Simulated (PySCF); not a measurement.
**Radial density of Li (lithium, neutral)**

UHF, [He] 2s1, 2S determinant. Calculation: PySCF 2.14, in cc-pVTZ-DK (4s3p2d1f, 30 functions); the spin-free X2C one-electron Hamiltonian (Gaussian nucleus).

```csv
r (bohr),4πr²ρ (e/bohr),4πr²(ρα − ρβ)
0.00985,0.01604,0.0003
0.0166,0.04335,0.0007
0.0279,0.1145,0.0020
0.0469,0.2887,0.0049
0.0788,0.6760,0.0112
0.133,1.395,0.0224
0.223,2.346,0.0346
0.375,2.836,0.0329
0.631,2.023,0.0067
1.06,0.6351,0.0072
1.78,0.1822,0.1329
3.00,0.2736,0.2733
5.05,0.1444,0.1444
8.49,0.01200,0.0120
14.3,1.666e-05,0.0000
```

Densities and radii are taken from the X2C orbitals without a picture-change correction, which distorts them close to the nucleus.
